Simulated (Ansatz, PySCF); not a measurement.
GeH4, SMILES [GeH4]. Atoms are numbered in the order given.

```xyz
5

Ge     0.0000     0.0000     0.0000
H      0.8845    -0.8845    -0.8845
H     -0.8845    -0.8845     0.8845
H     -0.8845     0.8845    -0.8845
H      0.8845     0.8845     0.8845
```
Charge 0, spin multiplicity 1.

Coordinates come from a ωB97X-D3(BJ)/def2-TZVPD optimisation. The isomer is the one that the SMILES or the coordinates give; other isomers of the formula were not compared.

Vertical ionisation energy (IE) and electron affinity (EA) in eV. Rows of orbital energies are one-electron estimates. Where ΔSCF, EOM or ADC give a negative EA the extra electron is unbound and the value depends on the basis.

| level | IE | EA |
|---|---|---|
| −ε(HOMO), −ε(LUMO), M06-2X/def2-TZVPD (PySCF) | … | … |
| −ε(HOMO), −ε(LUMO), r2SCAN/def2-TZVPD (PySCF) | 8.70 | -0.36 |
| −ε(HOMO), −ε(LUMO), PBE/def2-TZVPD (PySCF) | 8.35 | 0.42 |
| ΔSCF, ωB97X-V/def2-TZVPD (Ansatz), final states of multiplicity 2 and 2 | 12.40 | -1.70 |
| ΔSCF, PBE/def2-TZVPD (Ansatz), final states of multiplicity 2 and 2 | 11.90 | -1.29 |

### Question
Complete the blanks. (Estimate from the structure and the level; the computed values follow.)

### Answer

- −ε(HOMO), −ε(LUMO), M06-2X/def2-TZVPD (PySCF), IE: 10.82
- −ε(HOMO), −ε(LUMO), M06-2X/def2-TZVPD (PySCF), EA: -0.68

### Question
What vertical singlet–triplet gap does ΔSCF give with ωB97X-V/def2-TZVPD (Ansatz, a first-principles code) and with PBE/def2-TZVPD (Ansatz)? (An estimate is asked for; the answer gives what the named calculation found.)

### Answer
8.50 and 7.74 eV (triplet above singlet where positive).
